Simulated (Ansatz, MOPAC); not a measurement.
Molecule: H$_{3}$BO$_{2}$Cl, charge 1, multiplicity 1. SMILES: OB([OH2+])Cl

Atoms: O1, B2, O3, Cl4, H5, H6, H7. Bonds: O1-B2, O1-H5, B2-O3, B2-Cl4, O3-H6, O3-H7.

Bond lengths (Å) and angles (degrees) optimised at PM3 with MOPAC; PM6 with MOPAC; MNDO with MOPAC; PBE/6-31G* with Ansatz (an electronic-structure program); B3LYP/LANL2DZ with Ansatz; MP2/6-31G* with Ansatz, each started from the B3LYP-D3(BJ)/def2-TZVP structure (Ansatz) of the last column. A row stands for all coordinates that are equal there; 9 of 13 kinds are shown. 6-31G* holds six Cartesian d functions. At PM3 the structure is a saddle point. No wavenumbers were computed at MNDO, PBE/6-31G*, B3LYP/LANL2DZ, MP2/6-31G*, so these may be saddle points.

```
coordinate    PM3    PM6   MNDO  PBE/6-31G*  B3LYP/LANL2DZ  MP2/6-31G*  B3LYP-D3(BJ)/def2-TZVP
----------  -----  -----  -----  ----------  -------------  ----------  ----------------------
O1-B2       1.317  1.304  1.309       1.320          1.322       1.316                   1.307
O1-H5       0.944  0.941  0.947       0.977          0.974       0.973                   0.964
B2-O3       1.564  1.523  1.475       1.527          1.507       1.522                   1.508
B2-Cl4      1.609  1.685  1.754       1.714          1.747       1.699                   1.708
O3-H6       0.961  0.976  0.963       0.989          0.983       0.986                   0.976
O3-H7       0.960  0.984  0.960       0.988          0.986       0.983                   0.974
O1-B2-O3    110.5  104.7  119.6       119.8          109.8       119.1                   119.2
O1-B2-Cl4   133.4  142.2  125.4       128.0          135.4       128.2                   128.4
O3-B2-Cl4   116.1  113.1  115.0       112.2          114.8       112.7                   112.4
```

Mean signed difference of all 6 bond lengths from B3LYP-D3(BJ)/def2-TZVP: PM3 -0.014 Å, PM6 -0.004 Å, MNDO -0.005 Å, PBE/6-31G* 0.013 Å, B3LYP/LANL2DZ 0.014 Å, MP2/6-31G* 0.007 Å.
